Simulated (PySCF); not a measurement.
# Palladium: a sound run and one with changed settings

Sound run: Pd [Kr] 4d10, Pd⁺ [Kr] 4d9. Calculation: PySCF 2.14, in def2-SVP with the def2 core potential (28 electrons) (5s3p2d1f, 31 functions); a scalar-relativistic core potential. In the sound run the correlated levels freeze 4s2 4p6 outside the core potential. The sound run starts from symmetry-adapted Hartree-Fock orbitals and uses a fine grid where one is needed.

A second run was set up differently.

```csv
species,method,sound run (hartree),changed run (hartree),converged
Pd,UHF,-127.00035,-127.00035,yes
Pd,B3LYP,-127.88345,-127.88345,yes
Pd,LDA,-127.60050,-127.60050,yes
Pd,MP2,-127.22337,-127.11409,yes
Pd⁺,UHF,-126.76992,-126.76991,no
Pd⁺,B3LYP,-127.56827,-127.56832,no
Pd⁺,LDA,-127.26257,-127.26262,no
```

(1) What was changed?
A. basis contracted for another Hamiltonian
B. too few SCF iterations
C. minimal basis
D. level shift left on

Answers

(1) D. It used initial guess atom, at most 50 SCF cycles, level shift 2.0 hartree. A level shift leaves the converged SCF energy unchanged but raises the virtual orbital energies, which shrinks MP2 if it is not removed.
